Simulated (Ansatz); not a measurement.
The lowest singlet and triplet of CHCl (SMILES [CH]Cl); geometries from B3LYP-D3(BJ)/def2-TZVP, each state relaxed from the structure named, with no frequency check.
Singlet at the triplet's geometry (charge 0, multiplicity 1):
```xyz
3

C     -1.09179     0.34980     0.00000
Cl     0.50045    -0.10568     0.00000
H     -1.95688    -0.30231     0.00000
```

| level | gap E(singlet) − E(triplet), vertical, at the triplet's geometry (kcal/mol) | cost |
|---|---|---|
| R-HF/cc-pV(D+d)Z | 26.69 | - |
| R-HF/cc-pV(Q+d)Z | 25.69 | - |
| U-SVWN5/def2-TZVPP (spin-contaminated) | 2.94 | ×2 |
| R-B3LYP/def2-TZVPP | 7.36 | ×1 |
| R-BHLYP/def2-TZVPP | 10.12 | ×1 |
| R-wB97X-V/def2-TZVPP | 6.01 | ×3 |
| R-wB97M-V/def2-TZVPP | 4.05 | ×3 |
| U-wB97M-V/def2-TZVPP (spin-contaminated) | 2.10 | ×9 |
| R-B2PLYP/def2-TZVPP | 7.35 | ×2 |
| R-CCSD(T)/cc-pV(Q+d)Z | 5.26 | ×30 |
| SA-CASSCF(2,2)/cc-pV(T+d)Z | 12.32 | - |
| FIC-NEVPT4(SD) on SA-CASSCF(2,2)/cc-pV(D+d)Z | 9.22 | - |
| FIC-NEVPT4(SD) on SA-CASSCF(2,2)/cc-pV(T+d)Z | 6.39 | - |
| FIC-MRCISD+Q on SA-CASSCF(2,2)/cc-pV(Q+d)Z | 5.21 | - |

The rows run from 2.10 (U-wB97M-V/def2-TZVPP (spin-contaminated)) to 26.69 kcal/mol (R-HF/cc-pV(D+d)Z). The 5 R-functionals in def2-TZVPP without D3 or D4 span 6.07, from R-wB97M-V to R-BHLYP.

A positive gap puts the triplet lower; no zero-point energy. R- takes a restricted singlet. U- takes an unrestricted singlet (broken symmetry where lower, unprojected). The triplet is unrestricted in single-reference levels. Active spaces average the two states.

Frozen-core correlation.

Doubts at one or more of the structures used: a restricted determinant that unrestricted orbitals would lower (R-HF/cc-pV(D+d)Z, R-HF/cc-pV(Q+d)Z, R-B3LYP/def2-TZVPP, R-BHLYP/def2-TZVPP, R-wB97X-V/def2-TZVPP, R-wB97M-V/def2-TZVPP, R-B2PLYP/def2-TZVPP, R-CCSD(T)/cc-pV(Q+d)Z).

The values were computed with Ansatz (a quantum-chemistry and plane-wave program) with Gaussian orbitals. 

Costs are rough ratios of core time to R-PBE/def2-TZVPP (about 2.1 s over the structures, on one shared machine); a dash marks a level with no comparable run of its own.
